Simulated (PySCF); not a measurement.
Rh⁺: excitation energy

Rh⁺ [Kr] 4d8 (3F) → Rh⁺ [Kr] 4d7 5p1 (high-spin determinant), as a difference of total energies. All numbers are calculated (PySCF 2.14, scalar relativity through the core potential, in def2-TZVPPD with the def2 core potential (28 electrons) (6s4p3d2f1g, 56 functions)). Correlated levels: valence: 4s2 4p6 frozen; valence and next inner shell: nothing frozen outside the core potential. The calculations carry no spin-orbit coupling.

```csv
method,excitation energy (eV)
UHF,6.151
LDA,7.350
PBE,7.179
PBE0,7.146
B3LYP,7.235
M06-2X,7.507
M06,7.391
MP2 (valence),7.311
SCS-MP2 (valence),7.501
MP2 (valence and next inner shell),7.264
SCS-MP2 (valence and next inner shell),7.307
```

**Question.** Estimate what r2SCAN gives.

**Answer.** 7.039 eV, closest to PBE0 among the rows shown.

**Question.** Estimate what PBEsol gives.

**Answer.** 7.204 eV, closest to PBE among the rows shown.

The determinant of the upper state mixes LS terms, which raises its energy above the lowest term, most at the Hartree-Fock and MP2 levels.
